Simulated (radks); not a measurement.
Values are calculated unless marked as measured or tabulated.
Task: The mean radii <r> (bohr) of the occupied orbitals of an atom or ion are listed with their occupations. Code: a radial shooting solver on a logarithmic mesh with Libxc functionals. Model: scalar-relativistic Kohn-Sham, LDA (Slater exchange, Perdew-Wang correlation), spin-polarised, spherical densities, point nucleus.

| orbital | occ. | <r> |
|---|---|---|
| 1s up | 1 | 0.03188 |
| 1s down | 1 | 0.03188 |
| 2s up | 1 | 0.1385 |
| 2s down | 1 | 0.1385 |
| 2p up | 3 | 0.1207 |
| 2p down | 3 | 0.1207 |
| 3s up | 1 | 0.3800 |
| 3s down | 1 | 0.3800 |
| 3p up | 3 | 0.3792 |
| 3p down | 3 | 0.3792 |
| 3d up | 5 | 0.3579 |
| 3d down | 5 | 0.3579 |
| 4s up | 1 | 0.9446 |
| 4s down | 1 | 0.9442 |
| 4p up | 3 | 1.040 |
| 4p down | 3 | 1.040 |
| 4d up | 5 | 1.458 |
| 4d down | 4 | 1.469 |

Name the element and its charge. Open shells, if any, are filled with parallel spins first.

Result: Z = 46, palladium, charge +1: Pd+ in [Kr] 4d9. The 1s radius gives Z: for a bare nucleus <r> = (2 gamma + 1)/(2Z) with gamma = sqrt(1 - (Z/c)^2), 0.03135 bohr for Z = 46, and screening makes it slightly larger (0.03188 here). The occupations add up to 45, and the charge is Z minus that.
